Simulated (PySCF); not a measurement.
# Mg2S2: core ionisation energies

(MgS)2 ring, Mg2S2.
Structure used (PBE0-D3(BJ)/def2-SVP), in Å, numbered top down from 1:
```xyz
4
Mg2S2 angstrom
Mg    -1.256    0.062   -0.453
S     -0.649   -0.489    1.731
Mg     1.255   -0.063    0.453
S      0.649    0.489   -1.732
```

Theory: PySCF 2.14.0, delta-SCF UKS SCAN, pcX-2 on the ionised atom, pcseg-1 elsewhere, spin-free X2C. Binding energies are ΔSCF values: E(core-ionised, relaxed orbitals) − E(ground state) at a fixed geometry, referred to the vacuum level.

Task: List the computed XPS lines with their assignment.

Result: 
| atom(s) | environment | level | binding energy (eV) | 2p1/2 (eV) | count |
| --- | --- | --- | --- | --- | --- |
| S2/S4 | sulfur bonded to 2 Mg | S 2p3/2 | 166.54 | 167.77 | 2 |
| Mg1/Mg3 | magnesium bonded to 2 S | Mg 1s | 1311.49 | – | 2 |
| S2/S4 | sulfur bonded to 2 Mg | S 1s | 2474.35 | – | 2 |

Task: Express the binding energy of S 2p3/2 of S2/S4 in atomic units and per mole.

Result: 166.54 eV = 6.1202 Eh = 16069 kJ/mol.

Atoms equivalent by their bonding share one computed value, that of the first of them. The 2p values add to the ΔSCF energy of one spin-free hole a correction within the shell (spin–orbit coupling, ligand field). 2p1/2 minus 2p3/2 (ligand field included): S 1.23 eV. Isolated species at its PBE0-D3(BJ)/def2-SVP geometry, gas phase.
